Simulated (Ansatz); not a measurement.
```yaml
atoms:
  - { symbol: C, position_ang: [0.0000, 0.0000, -1.1398] }
  - { symbol: C, position_ang: [0.0000, 0.0000, 0.1973] }
  - { symbol: C, position_ang: [0.0000, 0.0000, 1.3112] }
  - { symbol: H, position_ang: [0.0000, -0.9454, -1.5039] }
  - { symbol: H, position_ang: [-0.8187, 0.4727, -1.5039] }
  - { symbol: H, position_ang: [0.8187, 0.4727, -1.5039] }
  - { symbol: H, position_ang: [0.0000, 0.0000, 2.2994] }
```

Basis set: 6-31G* (spherical functions). Frozen core: 3 orbitals. Charge 0, multiplicity 1.

Computed with Ansatz (development build ahead of 0.2.0); each method stands on the lowest determinant of its kind that the runs found. Restricted open shells among the atoms or ions are ROHF, correlated in semicanonical orbitals with singles.

(1) Give the atomization energy at this shape (free ground-state atoms in the same class of orbitals less the molecule, no zero-point energy) of singlet C3H4 by RHF-MP2, RHF.

Answers

(1)

```
 method  atomization energy
RHF-MP2     621.96 kcal/mol
    RHF     498.49 kcal/mol
```

Caution: no unrestricted run beside it, a lower state can exist; the shape is not the minimum.
